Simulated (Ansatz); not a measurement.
The cluster Ti₃H₂, relaxed as a singlet with RKS PBE0-D4/def2-TZVP in Ansatz, starting from the GFN2-xTB geometry. Force threshold 0.02 eV/Å.

The restricted singlet is unstable: a solution with broken spin symmetry lies lower. The relaxation made no stability test and no search for a lower SCF solution. At PBE0-D4/def2-TZVP a triplet of charge 0 lies 1.25 eV below the restricted singlet, each at its own geometry. That triplet is doubtful there (⟨S²⟩ 4.26, where a pure state has 2.00). The structure comes from a short search, and lower isomers may exist.

Start:

Cartesian coordinates in Å:
```
Ti -1.3746 -0.8187 0.6012
Ti 1.5870 -0.6735 0.0343
Ti -0.1825 1.5481 -0.6584
H -2.0095 -1.1202 -1.7937
H 1.9796 1.0643 1.8166
```

| step | energy (eV) | largest force component (eV/Å) | SCF passes |
| --- | --- | --- | --- |
| 1 | -69348.6299 | 3.380 | 132 |
| 2 | -69351.1837 | 3.124 | 66 |
| 3 | -69352.8267 | 1.223 | 49 |
| 4 | -69353.3736 | 0.601 | 43 |
| 5 | -69353.6232 | 0.584 | 44 |
| 6 | -69353.9227 | 0.690 | 44 |
| 7 | -69354.2417 | 0.603 | 45 |
| 8 | -69354.5063 | 0.685 | 44 |
| 9 | -69354.7046 | 0.425 | 47 |
| 10 | -69354.7283 | 0.276 | 53 |
| 11 | -69354.7431 | 0.131 | 47 |
| 12 | -69354.7444 | 0.027 | 42 |
| 13 (rejected) | -69354.7442 | 0.067 | 46 |
| 14 | -69354.7448 | 0.018 | 43 |

Force components are those of the run's own axes.

End:

```
atom    x (Å)    y (Å)    z (Å)
 Ti1  -1.1315  -1.0995   0.3114
 Ti2   1.3878  -0.6607   0.4677
 Ti3  -0.1181   0.7971  -0.3511
  H4  -1.4806  -0.1941  -1.2715
  H5   1.3424   1.1572   0.8433
```

Bonds formed: Ti1–H4, Ti2–H5, Ti3–H4, Ti3–H5 (atoms count from 1).

No frequencies were taken in this run, so the end may be a saddle point.

It took 60 s on 4 threads of Arm Neoverse V1 on a shared host.
